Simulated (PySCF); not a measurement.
Simulation results for Al2H3NO, AlH3NOSi, AlH2NOSi, BFHO

Calculation on a computer-drawn molecule: the log of a Hartree-Fock and frozen-core CCSD(T) single point meant for a local Hartree-Fock minimum, with one planted fault or none, to be diagnosed. Offsets are logged minus clean, where the clean run is the same molecule without the fault. The reference is restricted for singlets and unrestricted otherwise, and also for a bond in bohr or an excited solution. Adding or removing an electron swaps singlet and doublet. The excited solution moves the top pair (singlet) or top alpha electron (doublet) to the lowest empty orbital. Highest occupied and lowest empty are orbital energies over both spins, largest force is the largest gradient component, triples share is (T) over the correlation energy, the T1 limit is 0.02 restricted and 0.045 unrestricted, electrons count all cores, a negative frequency is imaginary (commonest isotopes), and the dipole is about the centre of nuclear charge. Program: PySCF 2.14.0.

Common to all runs: meant multiplicity 1; logged SCF converged yes; logged CC converged yes; logged SCF stable within its kind yes; possible faults no fault, one electron removed, one electron added, multiplicity raised by two, geometry at a saddle point, SCF held on an excited solution, minimal basis STO-3G, one bond length entered in bohr, all coordinates scaled.

```yaml
- entry: 1
  formula: Al2H3NO
  logged_structure:
    atoms_angstrom:
      - ["N", -0.1932, 1.6596, 0.0066]
      - [Al, -1.2322, 0.6403, -0.6268]
      - [O, -2.3151, -0.4225, -1.2873]
      - [Al, -3.4236, -1.512, -1.9606]
      - [H, 0.4535, 2.2948, 0.402]
      - [H, -4.6444, -0.926, -2.7583]
      - [H, -3.17, -3.0489, -1.7504]
  given:
    meant_charge: 0
    meant_basis: "cc-pV(D+d)Z"
    logged_electrons: 43
    logged_basis_functions: 89
    logged_spin_squared: 0.7581
    "logged_highest_occupied [eV]": -15.101
    "logged_lowest_empty [eV]": -5.4354
    "logged_largest_force [hartree/bohr]": 0.079932
    logged_T1_diagnostic: 0.016177
    logged_D1_diagnostic: 0.047369
    logged_triples_share: 0.021
    "logged_dipole_magnitude [debye]": 6.0
    "logged_energy_HF [hartree]": -614.71051
    "logged_energy_CCSD(T) [hartree]": -615.16761
    drawn_bonds_atom: [1, 2, 3, 1, 4, 4]
    drawn_bonds_other_atom: [2, 3, 4, 5, 6, 7]
    drawn_bonds_order: [2, 1, 1, 1, 1, 1]
  results:
    planted_fault: "one electron removed"
    "HF_energy_offset_from_clean_run [kcal/mol]": 153.0
    "CCSD(T)_energy_offset_from_clean_run [kcal/mol]": 187.7
- entry: 2
  formula: AlH3NOSi
  logged_structure:
    atoms_angstrom:
      - ["N", 0.2967, -0.4405, 3.359]
      - [Al, -0.4719, -0.1212, 1.9996]
      - [O, -0.939, -0.2091, 0.3285]
      - [Si, -1.2243, -0.4198, -1.1876]
      - [H, 0.4681, -0.2913, 4.3287]
      - [H, -0.3763, -1.331, -1.9434]
      - [H, -2.3321, 0.3083, -1.7892]
  given:
    meant_charge: 1
    meant_basis: "cc-pV(D+d)Z"
    logged_electrons: 45
    logged_basis_functions: 89
    logged_spin_squared: 1.13
    "logged_highest_occupied [eV]": -6.6579
    "logged_lowest_empty [eV]": 1.0958
    "logged_largest_force [hartree/bohr]": 0.093767
    logged_T1_diagnostic: 0.058811
    logged_D1_diagnostic: 0.28578
    logged_triples_share: 0.028827
    "logged_dipole_magnitude [debye]": 0.59052
    "logged_energy_HF [hartree]": -661.88088
    "logged_energy_CCSD(T) [hartree]": -662.41936
    drawn_bonds_atom: [1, 2, 3, 1, 4, 4]
    drawn_bonds_other_atom: [2, 3, 4, 5, 6, 7]
    drawn_bonds_order: [2, 1, 1, 1, 1, 1]
  results:
    planted_fault: "one electron added"
    "HF_energy_offset_from_clean_run [kcal/mol]": -140.7
    "CCSD(T)_energy_offset_from_clean_run [kcal/mol]": -143.3
  notes: ["T1 above single-reference limit"]
- entry: 3
  formula: AlH2NOSi
  logged_structure:
    atoms_angstrom:
      - ["N", -1.1777, 1.2996, 0.9424]
      - [Al, 0.4082, 1.5517, 0.7201]
      - [O, 2.073, 1.8002, 0.4788]
      - [Si, 3.7356, 1.9645, 0.1911]
      - [H, -2.1685, 1.1486, 1.0817]
      - [H, 3.9503, 3.3313, 0.9154]
  given:
    meant_charge: 0
    meant_basis: "cc-pV(D+d)Z"
    logged_electrons: 44
    logged_basis_functions: 84
    logged_spin_squared: 0.0
    "logged_highest_occupied [eV]": -8.9899
    "logged_lowest_empty [eV]": 0.68937
    "logged_largest_force [hartree/bohr]": 0.021923
    logged_T1_diagnostic: 0.022082
    logged_D1_diagnostic: 0.052632
    logged_triples_share: 0.031788
    "logged_dipole_magnitude [debye]": 2.7072
    "logged_energy_HF [hartree]": -661.32126
    "logged_energy_CCSD(T) [hartree]": -661.85705
    drawn_bonds_atom: [1, 2, 3, 1, 4]
    drawn_bonds_other_atom: [2, 3, 4, 5, 6]
    drawn_bonds_order: [2, 1, 1, 1, 1]
  results:
    planted_fault: "all coordinates scaled, by +2.3 %"
    "HF_energy_offset_from_clean_run [kcal/mol]": 2.435
    "CCSD(T)_energy_offset_from_clean_run [kcal/mol]": -0.9372
  notes: ["T1 above single-reference limit"]
- entry: 4
  formula: BFHO
  logged_structure:
    atoms_angstrom:
      - [O, 1.9286, 0.6961, 1.4272]
      - [B, 1.4882, 0.0594, 0.4303]
      - [F, 2.2834, -0.3536, -0.6838]
      - [H, 0.3289, -0.3214, 0.2218]
  given:
    meant_charge: -1
    meant_basis: aug-cc-pVDZ
    logged_electrons: 23
    logged_basis_functions: 78
    logged_spin_squared: 0.7611
    "logged_highest_occupied [eV]": -14.713
    "logged_lowest_empty [eV]": -0.015953
    "logged_largest_force [hartree/bohr]": 0.13316
    logged_T1_diagnostic: 0.027502
    logged_D1_diagnostic: 0.12957
    logged_triples_share: 0.025824
    "logged_dipole_magnitude [debye]": 1.3142
    "logged_energy_HF [hartree]": -199.62868
    "logged_energy_CCSD(T) [hartree]": -200.10146
    drawn_bonds_atom: [1, 2, 2]
    drawn_bonds_other_atom: [2, 3, 4]
    drawn_bonds_order: [1, 1, 1]
  results:
    planted_fault: "one electron removed"
    "HF_energy_offset_from_clean_run [kcal/mol]": 47.43
    "CCSD(T)_energy_offset_from_clean_run [kcal/mol]": 83.36
- entry: 5
  formula: BFHO
  logged_structure:
    atoms_angstrom:
      - [O, 1.9286, 0.6961, 1.4272]
      - [B, 1.4882, 0.0594, 0.4303]
      - [F, 2.9909, -0.7211, -1.6751]
      - [H, 0.3289, -0.3214, 0.2218]
  given:
    meant_charge: -1
    meant_basis: aug-cc-pVDZ
    logged_electrons: 24
    logged_basis_functions: 78
    logged_spin_squared: 0.0
    "logged_highest_occupied [eV]": -6.349
    "logged_lowest_empty [eV]": 4.3063
    "logged_largest_force [hartree/bohr]": 0.082781
    logged_T1_diagnostic: 0.026055
    logged_D1_diagnostic: 0.077121
    logged_triples_share: 0.034493
    "logged_dipole_magnitude [debye]": 5.2427
    "logged_energy_HF [hartree]": -199.60364
    "logged_energy_CCSD(T) [hartree]": -200.1507
    drawn_bonds_atom: [1, 2, 2]
    drawn_bonds_other_atom: [2, 3, 4]
    drawn_bonds_order: [1, 1, 1]
  results:
    planted_fault: "one bond length entered in bohr, row 2 of the drawn bonds"
    "HF_energy_offset_from_clean_run [kcal/mol]": 63.14
    "CCSD(T)_energy_offset_from_clean_run [kcal/mol]": 52.46
```
